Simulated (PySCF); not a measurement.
Bonds (- single, = double, # triple, : aromatic): C1-C2, C2-O3, O3-C4, C4-C5, C5=C6, C6-C7, C7=O8, C7-O9, C6-C2. C1 carries H10, H11, H12; C2 carries H13; C4 carries H14, H15; C5 carries H16; O9 carries H17. Stereochemistry as in C[C@@H]1OCC=C1C(=O)O. H15 is cis to C1 on the ring; H14 is trans to C1 on the ring.

[PySCF 2.14.0 with density-fitted response routines: geometry from GFN2-xTB; NMR shieldings at PBE0/pcSseg-1/GIAO; gas phase; single conformer; fast rotation and ring inversion assumed for equivalent nuclei; relativity neglected]

Q: List the cross peaks expected in HSQC, COSY and HMBC spectra.

A: 

HSQC (one-bond C–H):
```csv
δH,δC
7.31 (H16),153.3 (C5)
5.31 (H13),86.9 (C2)
5.23 (H15),80.0 (C4)
5.17 (H14),80.0 (C4)
1.37 (H10/H11/H12),23.8 (C1)
```

COSY cross peaks (H two or three bonds apart, from the bond graph; peaks can be absent where the dihedral angle is near 90°):
```csv
δH,δH
7.31 (H16),5.23 (H15)
7.31 (H16),5.17 (H14)
5.31 (H13),1.37 (H10/H11/H12)
5.23 (H15),5.17 (H14)
```

HMBC (two and three bonds, from the bond graph):
```csv
δH,δC
7.31 (H16),"166.9 (C7), 143.9 (C6), 86.9 (C2), 80.0 (C4)"
5.31 (H13),"166.9 (C7), 153.3 (C5), 143.9 (C6), 80.0 (C4), 23.8 (C1)"
5.23 (H15),"153.3 (C5), 143.9 (C6), 86.9 (C2)"
5.17 (H14),"153.3 (C5), 143.9 (C6), 86.9 (C2)"
1.37 (H10/H11/H12),"143.9 (C6), 86.9 (C2)"
```

δ = σ(ref) − σ, references computed at the same level: ¹H and ¹³C vs TMS.

The OH or NH signal is concentration- and solvent-dependent in practice; the value given is the gas-phase one. Shifts are as computed. Against solution values, carbons near 30 ppm lie about +3 ppm off and those near 130 ppm about +5 ppm. Of 1211 compounds with measured shifts, 218 miss one by over three times the rms of a fit or turn the order of signals round; such compounds aren't used in these exercises. The C=O carbon of an acid or of an amide with N–H lies up to 10 ppm further downfield in solution, through hydrogen bonding that the calculation lacks.
